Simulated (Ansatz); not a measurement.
Coupled-cluster run, C$_{6}$H$_{15}$ClSi, SMILES `CC[Si](Cl)(CC)CC`.

```yaml
crystal:
  periodic: [false, false, false]
  atoms:
    - {symbol: C, position_ang: [0.788969, -1.097359, -2.594681]}
    - {symbol: C, position_ang: [0.031890, 0.044188, -1.923850]}
    - {symbol: Si, position_ang: [-0.530826, -0.309525, -0.175232]}
    - {symbol: Cl, position_ang: [-1.870911, -1.902539, -0.256747]}
    - {symbol: C, position_ang: [-1.443151, 1.159030, 0.539182]}
    - {symbol: C, position_ang: [-1.946761, 0.966428, 1.965927]}
    - {symbol: C, position_ang: [0.885209, -0.855378, 0.919395]}
    - {symbol: C, position_ang: [1.968430, 0.208680, 1.082482]}
    - {symbol: H, position_ang: [1.070526, -0.844875, -3.619931]}
    - {symbol: H, position_ang: [1.707740, -1.341015, -2.054818]}
    - {symbol: H, position_ang: [0.181899, -2.004881, -2.631750]}
    - {symbol: H, position_ang: [-0.854974, 0.310867, -2.509254]}
    - {symbol: H, position_ang: [0.651854, 0.949011, -1.892398]}
    - {symbol: H, position_ang: [-2.277277, 1.389161, -0.132860]}
    - {symbol: H, position_ang: [-0.768589, 2.022749, 0.484116]}
    - {symbol: H, position_ang: [-2.491802, 1.844325, 2.321442]}
    - {symbol: H, position_ang: [-2.619800, 0.108586, 2.033934]}
    - {symbol: H, position_ang: [-1.122339, 0.790554, 2.661884]}
    - {symbol: H, position_ang: [1.307598, -1.773528, 0.498059]}
    - {symbol: H, position_ang: [0.473736, -1.138695, 1.893748]}
    - {symbol: H, position_ang: [1.570915, 1.124190, 1.529174]}
    - {symbol: H, position_ang: [2.779737, -0.139807, 1.726363]}
    - {symbol: H, position_ang: [2.412528, 0.482933, 0.121614]}
basis:
  gaussian: {orbitals: def2-TZVPP}
correlation: {method: ccsd_t}
output: {orbitals: {seedname: orbitals}}
```

```sh
$ ansatz run in.yaml --threads 4 --pin off --events-out ev --progress --plain --max-ram 66560MiB --backend cuda --devices 0, --max-vram 37GiB
```

Output of Ansatz, abridged:

```
Functional definition: HF
2751 factors; integrals over basis functions are off by at most 1.0e-3 eV
mean field evaluation 1: about -26784.9279 eV, gradient 4.8e1 eV
mean field evaluation 2: about -26785.2968 eV, gradient 4.9e1 eV
mean field evaluation 4: about -26791.5581 eV, gradient 4.8e0 eV
mean field evaluation 8: about -26791.6475 eV, gradient 2.8e-1 eV
mean field -26791.64783922 eV, -984.5748980601 hartree, gradient 2.1e-6 eV, S^2 0.000000; 0 other end points of the search recorded, 0 dependent functions left out
16 core orbitals not correlated: weight in the atoms' cores, before any rotation towards them, 1.000 or more for the frozen orbitals, at most 0.000 for the correlated occupied ones
reference -26791.64783922 eV, -984.5748980601 hartree; 25, 25 occupied and 439, 439 virtual orbitals, 2751 factors
second order -37.46294829 eV of doubles, -0.00000000 eV of singles
cycle   1  -39.03469568 eV  change    -1.6e0 eV  update   1.2e-1
cycle   2  -39.90942063 eV  change   -8.7e-1 eV  update   3.2e-2
cycle   3  -40.03644126 eV  change   -1.3e-1 eV  update   1.2e-2
cycle   4  -40.03069619 eV  change    5.7e-3 eV  update   2.7e-3
cycle   5  -40.03052149 eV  change    1.7e-4 eV  update   9.5e-4
cycle   6  -40.03063786 eV  change   -1.2e-4 eV  update   2.3e-4
cycle   7  -40.03056748 eV  change    7.0e-5 eV  update   7.5e-5
cycle   8  -40.03057092 eV  change   -3.4e-6 eV  update   2.5e-5
perturbative correction -1.61614808 eV, -0.0593923465 hartree
Total energy: -26833.29455822 eV, -986.1053867543 hartree
```

Run time 30 s (4 threads of an AMD EPYC 7R13 on a shared host and a share of an NVIDIA H100 80 GB); peak host memory 1.3 GiB.

The correlation energy is -41.647 eV, 3.9 % of it from (T); the T1 diagnostic reads 0.0090.
